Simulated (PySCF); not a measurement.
## Static response to an electric field

Species: C₆H₈SSi.
Atom-mapped SMILES: `[SiH3:1][S:2][c:3]1[cH:4][cH:5][cH:6][cH:7][cH:8]1` (hydrogens: H9, H10, H11 on Si1; H12 on C4; H13 on C5; H14 on C6; H15 on C7; H16 on C8)

Structure used (GFN2-xTB), in Å, numbered top down from 1:
```
atom  x, y, z in Å
Si1    2.9558   -0.3312    0.0853
S2     1.6452   -0.2503   -1.6089
C3     0.1018   -0.0386   -0.7361
C4    -0.7696   -1.1099   -0.6237
C5    -1.9720   -0.9463    0.0414
C6    -2.3034    0.2813    0.5899
C7    -1.4319    1.3507    0.4672
C8    -0.2286    1.1949   -0.1976
H9     2.8674    0.9370    0.8005
H10    4.2522   -0.5556   -0.5264
H11    2.5116   -1.4265    0.9393
H12   -0.5037   -2.0608   -1.0601
H13   -2.6518   -1.7807    0.1307
H14   -3.2426    0.4058    1.1080
H15   -1.6895    2.3122    0.8865
H16    0.4512    2.0269   -0.3073
```

Level: wB97X-D/def2-SVPD (PySCF), static field, nuclei fixed, core orbitals frozen in the response. The polarisability tensor in these axes (au):

```
x   143.52  -0.97 -13.86
y    -0.97 106.46   7.81
z   -13.86   7.81  93.26
```

Problem. What are the eigenvalues, a third of the trace, and Δα (Δα² = ½Σ(αi − αj)² over the three pairs)?

Solution. Principal values 86.93, 109.01 and 147.30 au; mean 114.41 au = 16.95 Å³ = 18.86 × 10⁻⁴⁰ C²·m²/J; Δα = 52.91 au (46 % of the mean).

Problem. What is the dipole moment, and where does it point?

Solution. (-0.62, 0.11, 1.62) D, 1.74 D in size, pointing from the negative to the positive side. Measured along this direction, the outermost atoms are S2 and H10 at the negative end and H14 at the positive end.

Problem. What depolarisation ratio follows for Rayleigh scattering of linearly polarised light, taking the static tensor?

Solution. ρ = 3Δα²/(45ᾱ² + 4Δα²) = 8397.3/(589050 + 11196.4) = 0.014.

Problem. Orientational against electronic polarisability at 298 K (dilute gas, rigid molecules)?

Solution. In Gaussian units μ²/3kT = 24.53 Å³ against 16.95 Å³, a ratio of 1.45; the Debye molar polarisation (4π/3)N_A(α + μ²/3kT) is 104.6 cm³/mol, leaving out the vibrational part.

Problem. Molar refractivity from α?

Solution. Lorentz–Lorenz: R = (4π/3)N_A α = 2.5225 cm³/(mol·Å³) × 16.95 Å³ = 42.8 cm³/mol, in the limit of long wavelengths.

Problem. Find the Langevin capture rate constant for O2+ (31.990 u) meeting this molecule (140.012 u), k = 2.342 × 10⁻⁹ cm³/s × √(α in Å³ / reduced mass in u).

Solution. The reduced mass is 26.04 u, so k = 1.89 × 10⁻⁹ cm³/s. The formula leaves out the permanent dipole, which adds to the capture rate.

Geometry: GFN2-xTB, one conformer, isolated molecule.
